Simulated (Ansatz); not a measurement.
A structure relaxed at PBE0-D4/def2-TZVP, charge 0, multiplicity 1:

Cartesian coordinates in Å:
```
O 1.687 1.062 -0.356
B 0.512 0.458 -0.846
O 0.204 0.509 -2.214
O 0.513 -1.048 -0.503
C -0.044 -1.511 0.536
C -0.853 -0.769 1.379
C -1.129 0.534 1.001
O -0.618 1.104 -0.007
H 2.425 0.921 -0.951
H 0.338 1.389 -2.569
H 0.132 -2.571 0.724
H -1.317 -1.212 2.246
H -1.849 1.135 1.560
```

(1) Give its formula and SMILES.

(2) Point group (tolerance 0.08 Å, 0.16 Å for H)?

(3) Summarise the bond lengths by kind.

Answers

(1) C3H5BO4, `O[B-]1(O)OC=CC=[O+]1`.

(2) C1.

(3) 4 × B–O 1.403 to 1.548 Å; 2 × H–O 0.958 Å; 2 × C–O 1.266 Å; 2 × C–C 1.384 Å; 3 × C–H 1.079 to 1.092 Å.

Results of the Gaussian-basis code of Ansatz.
